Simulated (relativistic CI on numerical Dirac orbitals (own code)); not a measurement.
# L2,3 absorption of iron in several valence states

Computed multiplet spectra 2p⁶3dⁿ → 2p⁵3dⁿ⁺¹ (Dirac-Coulomb-Breit ions, Slater integrals scaled by 0.8, an assumed crystal field that grows with the charge, no charge transfer; 300 K; Lorentzian 0.4 eV and Gaussian 0.3 eV FWHM at both edges, so that L2 comes out sharper than in experiment). Peaks over 5 % are given in eV from the highest peak in the L3 region of each spectrum (height, largest 100). S of the lowest state is read from ⟨S²⟩, and the branching ratio is the share of L3, cut at the minimum between the edges.

Field parameters in Wybourne normalisation: Td as Oh with Dq negative (B⁴₀ = 21Dq, B⁴₄ = √(5/14) B⁴₀). The field is a parameter set, without covalency.

- Fe2+ (d6, Td, 10Dq = -7950 cm⁻¹): S = 2.00, high spin, branching ratio 0.74; peaks -2.2 (14), 0.0 (100), 0.5 (96), 1.5 (55), 3.0 (31), 4.4 (12), 11.1 (13), 12.1 (31), 13.0 (29), 13.6 (29), 15.7 (10), 16.3 (8)
- Fe3+ (d5, Td, 10Dq = -10250 cm⁻¹): S = 2.50, high spin, branching ratio 0.77; peaks -2.2 (14), 0.0 (100), 1.3 (37), 3.4 (8), 4.3 (12), 11.4 (11), 12.5 (14), 12.9 (13), 13.8 (18), 14.6 (22)
- Fe4+ (d4, Td, 10Dq = -12600 cm⁻¹): S = 2.00, high spin, branching ratio 0.69; peaks -3.8 (7), -3.0 (18), -2.1 (23), 0.0 (100), 0.8 (95), 3.0 (48), 8.0 (26), 9.6 (20), 10.5 (21), 13.1 (33), 13.7 (37), 14.8 (23), 16.0 (11)
- Fe5+ (d3, Td, 10Dq = -14900 cm⁻¹): S = 1.49, branching ratio 0.63; peaks -2.8 (16), -2.0 (23), -1.6 (24), 0.0 (100), 0.7 (90), 1.5 (64), 2.5 (53), 4.2 (22), 8.8 (29), 10.6 (35), 12.9 (35), 13.6 (40), 16.7 (5)

The centroid of the whole edge, which also moves with the branching ratio, lies at 713.6 (Fe2+), 716.3 (Fe3+), 720.1 (Fe4+), 725.1 (Fe5+) eV in this ionic model, in steps of 2.7 to 5.0 eV. Compounds show about 1 to 2 eV a unit and lower energies for the high valences, since ligands screen the charge. The multiplet shape follows the d count and the spin state, and so serves as a fingerprint of valence.
